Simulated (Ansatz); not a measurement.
Reaction (silylene formation by 1,1-elimination): `B[SiH2]B[SiH2]C` → `B[SiH2]B` + `C[SiH]`

Program: Ansatz. Geometries: PBE0-D4/def2-TZVP. ΔE: electronic, gas phase. CCSD(T)/CBS adds triple-zeta CCSD(T) − MP2 to the extrapolated MP2 energy (def2 sets, frozen cores). This one scheme is used for every species. Each species was taken in one conformer, which may not be the lowest.

```tsv
level	ΔE (eV)
HF/def2-QZVPP	2.03
CCSD/CBS(def2)	2.29
```

Problem. What does CCSD(T)/CBS give? (Estimate.)

Solution. Computed: +2.35 eV. The listed levels differ from it by -0.32, -0.06 eV.

Largest T1 diagnostic among the species: 0.015.

The D4 term adds +0.18 eV with B3LYP and +0.11 eV with PBE0; it sums over pairs of atoms, weighted by their polarisabilities, and B3LYP, whose exchange is more repulsive, gets the larger term. From PBE to PBE0 (25 % exact exchange), in def2-TZVPP and without D4, ΔE moves by +0.07 eV.

B3LYP here is the variant with VWN-RPA as its local correlation; programs differ in this.
